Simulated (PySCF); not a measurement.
**Manganese: a sound run and one with changed settings**

Sound run: Mn [Ar] 3d5 4s2, Mn⁺ [Ar] 3d5 4s1. All numbers are calculated (PySCF 2.14, scalar relativity by spin-free X2C-1e, in jorge-DZP-DKH). In the sound run the correlated levels freeze [Ar]. The sound run starts from symmetry-adapted Hartree-Fock orbitals and uses a fine grid where one is needed.

Changed run: no relativity, point nucleus. This setting is unsound on purpose.

| species | method | sound run (hartree) | changed run (hartree) | converged |
| --- | --- | --- | --- | --- |
| Mn | UHF | -1157.14179 | -1147.71086 | yes |
| Mn | B3LYP | -1158.30711 | -1148.86785 | yes |
| Mn | M06-L | -1158.20951 | -1148.75871 | yes |
| Mn | MP2 | -1157.20378 | -1147.77192 | yes |
| Mn⁺ | UHF | -1156.92310 | -1147.49408 | yes |
| Mn⁺ | B3LYP | -1158.03666 | -1148.60014 | yes |
| Mn⁺ | M06-L | -1157.93689 | -1148.48888 | yes |
| Mn⁺ | MP2 | -1156.95863 | -1147.52902 | yes |

Ionisation energy of Mn:

```json
{"method": "UHF", "sound run (eV)": "5.951", "changed run (eV)": "5.899"}
{"method": "B3LYP", "sound run (eV)": "7.359", "changed run (eV)": "7.285"}
{"method": "M06-L", "sound run (eV)": "7.419", "changed run (eV)": "7.342"}
{"method": "MP2", "sound run (eV)": "6.671", "changed run (eV)": "6.609"}
{"method": "SCS-MP2", "sound run (eV)": "6.826", "changed run (eV)": "6.763"}
```

Most of the change in total energy is the relativistic energy itself. On top of that the contraction fixes the core shape for the Hamiltonian it was made with, so the changed run is not a good calculation with the other Hamiltonian either.

For comparison, NIST gives 7.434 eV between the lowest levels.
